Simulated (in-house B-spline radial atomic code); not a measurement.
**PBE0 excitations of the tin ion Sn²⁺**

Method: PBE0. Computed with an all-electron radial atomic-structure program (B-spline basis): linear response of the closed shell [Kr] 4d10 5s2 with the functional's adiabatic kernel; scalar-relativistic (spin-free one-electron X2C), finite nucleus, no spin-orbit coupling, no double excitations, S, P, D and F terms only; shells from n = 3 respond. Only terms of natural parity with L up to 3 were computed.

Command:
```bash
python run_td.py task.json out
```
Settings (radii: box in bohr, nucleus in fm):
```
Z                        50
electrons                48
configuration            [Kr] 4d10 5s2
hamiltonian              x2c
method                   pbe0
box_radius               29.48
rms_radius               4.6519
intervals                73
```

Run time, properties included: 4.1 s on 1 thread of Arm Neoverse N1, on a shared host.

The lowest states, in the order of their Tamm-Dancoff energies; the method's threshold (minus the highest occupied level) is 26.984 eV. Labels give the largest channel, * marks a mixed state, and oscillator strengths are full-response dipole values. Semilocal kernels can invert the small singlet-triplet splittings of Rydberg terms. Energies in eV:

```json
{"state": "5s → 5p 3P", "full response": "6.822", "Tamm-Dancoff": "6.973", "oscillator strength": "-"}
{"state": "5s → 5p 1P", "full response": "9.722", "Tamm-Dancoff": "10.125", "oscillator strength": "1.6"}
{"state": "5s → 6s 3S", "full response": "16.771", "Tamm-Dancoff": "16.776", "oscillator strength": "-"}
{"state": "5s → 5d 3D", "full response": "16.922", "Tamm-Dancoff": "16.937", "oscillator strength": "-"}
{"state": "5s → 6s 1S", "full response": "17.314", "Tamm-Dancoff": "17.339", "oscillator strength": "-"}
{"state": "5s → 5d 1D", "full response": "17.406", "Tamm-Dancoff": "17.417", "oscillator strength": "-"}
{"state": "5s → 6p 3P", "full response": "19.153", "Tamm-Dancoff": "19.162", "oscillator strength": "-"}
{"state": "5s → 6p 1P", "full response": "19.421", "Tamm-Dancoff": "19.460", "oscillator strength": "0.00634"}
{"state": "5s → 4f 3F", "full response": "21.479", "Tamm-Dancoff": "21.488", "oscillator strength": "-"}
{"state": "5s → 4f 1F", "full response": "21.606", "Tamm-Dancoff": "21.609", "oscillator strength": "-"}
{"state": "5s → 7s 3S", "full response": "21.913", "Tamm-Dancoff": "21.914", "oscillator strength": "-"}
{"state": "5s → 7s 1S", "full response": "?", "Tamm-Dancoff": "?", "oscillator strength": "-"}
{"state": "5s → 6d 3D", "full response": "?", "Tamm-Dancoff": "?", "oscillator strength": "-"}
{"state": "5s → 6d 1D", "full response": "22.278", "Tamm-Dancoff": "22.281", "oscillator strength": "-"}
{"state": "5s → 7p 3P", "full response": "22.781", "Tamm-Dancoff": "22.784", "oscillator strength": "-"}
```

(1) Where does 5s → 6d 3D lie?

(2) Where does 5s → 7s 1S lie?

(3) How large is the singlet-triplet splitting of 5s → 5p (P terms) in Tamm-Dancoff?

(4) What polarisabilities and dispersion coefficient does the method give?

Answers

(1) At 22.161 eV in full response, 22.164 eV in Tamm-Dancoff.

(2) At 22.044 eV in full response, 22.051 eV in Tamm-Dancoff.

(3) 3.15 eV, from the unrounded values.

(4) Dipole 15.57 bohr³, quadrupole 56.35 bohr⁵, C6 88.36 hartree·bohr⁶ for two such species.
